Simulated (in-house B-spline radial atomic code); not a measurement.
Computed with a B-spline radial atomic code. Model: two electrons, singlet ground state, non-relativistic, full CI in B-splines with partial waves to l = 8 (at full coupling up to 3e-4 hartree above the limit, correlation up to 0.6 % small), density held at that of full coupling by Lieb maximisation.

W(λ) is the mean repulsion in the state of coupling λ less the Hartree energy of the fixed density. Its start is exact exchange, its initial slope is twice the second-order Görling-Levy correlation energy, and its area from 0 to 1 is E_xc. A straight curve means weak, dynamic correlation, and a curve that drops fast and flattens means strong correlation.

Command:
```bash
python run_ac.py task.json out
```
Settings (lengths in bohr, energies in hartree):
```
potential              dot
strength               3.62
lmax                   8
second                 1
```

Run time, properties included: 8.5 s on 1 thread of Intel(R) Xeon(R) Processor @ 2.30GHz (shared host).

**W = mean repulsion less Hartree energy, and W of three functionals.**

Given: confinement charge in harmonic well; well frequency 3.62 hartree; nuclear charge 1; external potential omega^2 r^2/2 - Z/r.

Computed: LDA exchange minus exact 242.09 millihartree; SCAN exchange minus exact 8.8852 millihartree.

| coupling | W xc (hartree) | W xc minus exchange (millihartree) | kinetic minus Kohn-Sham (millihartree) | LDA (PW92) W minus its exchange (millihartree) | PBE W minus its exchange (millihartree) | SCAN W minus its exchange (millihartree) |
| --- | --- | --- | --- | --- | --- | --- |
| 0 | -1.6471 | 0 | 0 | 0 | 0 | 0 |
| 0.02 | ? | ? | ? | ? | ? | ? |
| 0.05 | -1.6518 | -4.731 | 0.1 | -27.37 | -6.88 | -4.69 |
| 0.12 | -1.6583 | -11.243 | 0.7 | -53.41 | -16.3 | -11.05 |
| 0.25 | -1.6701 | -23.002 | 2.8 | -90.84 | -33 | -22.41 |
| 0.4 | -1.6831 | -36.051 | 7.1 | -125.5 | -51.07 | -34.9 |
| 0.6 | -1.6997 | -52.633 | 15.4 | -163.83 | -73.42 | -50.69 |
| 0.8 | ? | ? | ? | ? | ? | ? |
| 1 | -1.7303 | -83.233 | 39.7 | -225.08 | -113.23 | -79.73 |
| 1.4 | -1.7579 | -110.79 | 72.7 | -273.99 | -147.95 | -105.96 |
| 2 | -1.7944 | -147.29 | 134.5 | -333.36 | -192.87 | -140.99 |
| 3 | -1.8448 | -197.77 | 259.7 | -409.52 | -254.04 | -190.38 |
| 4.5 | -1.903 | -255.93 | 475.6 | -492.92 | -324.55 | -249.11 |
| 7 | -1.9706 | -323.58 | 858.7 | -588.33 | -408.56 | -320.29 |
| 10 | -2.0246 | -377.49 | 1311.6 | -665.63 | -478.54 | -379.06 |

(1) What belongs in the row 0.02?

(2) What belongs in the row 0.8?

(3) What is the PBE exchange minus exact?

**Energy parts, natural occupations and partial-wave weights.**

Computed: total energy 7.8584 hartree; exchange energy -1.6471 hartree; kinetic part of the DFT correlation energy 0.039722 hartree; initial slope twice GL2 -0.095301 hartree; kinetic part over minus potential part 0.47724; Kohn-Sham kinetic 6.3175 hartree; Lieb Oxford ratio E_xc over LDA exchange 1.2033.

```tsv
natural	occupation of the shell (electrons)
s	1.9936
p	?
s	0.00055047
d	0.00024291
p	6.7873e-05
f	3.1787e-05
```

(4) What belongs in the row p?

| wave | weight |
| --- | --- |
| s | 0.99708 |
| p | 0.0027717 |
| d | 0.00012857 |
| f | ? |
| g | 4.0987e-06 |

(5) What belongs in the row f?

(6) What is the Hartree energy?

(7) What is the correlation energy?

Answers

(1) W xc (hartree): -1.649; W xc minus exchange (millihartree): -1.901; kinetic minus Kohn-Sham (millihartree): 0; LDA (PW92) W minus its exchange (millihartree): -13.15; PBE W minus its exchange (millihartree): -2.76; SCAN W minus its exchange (millihartree): -1.89.

(2) W xc (hartree): -1.7154; W xc minus exchange (millihartree): -68.34; kinetic minus Kohn-Sham (millihartree): 26.3; LDA (PW92) W minus its exchange (millihartree): -196.44; PBE W minus its exchange (millihartree): -94.05; SCAN W minus its exchange (millihartree): -65.6.

(3) 68.57 millihartree.

(4) occupation of the shell (electrons): 0.005471.

(5) weight: 1.7785e-05.

(6) 3.2941 hartree.

(7) -0.04351 hartree.

Half-way to full coupling W has made 53 % of its drop, against 50 % for a straight line, and second-order (GL2) theory, half the initial slope, overshoots the correlation energy by about 10 %: a moderate bend, as in light atoms. Over couplings 0 to 1 the errors in E_xc come to about +149 millihartree for LDA, +52 millihartree for PBE, +10 millihartree for SCAN, so SCAN is nearest. In LDA and PBE the errors of exchange and correlation have opposite signs, so the sum is smaller than the larger of the two.
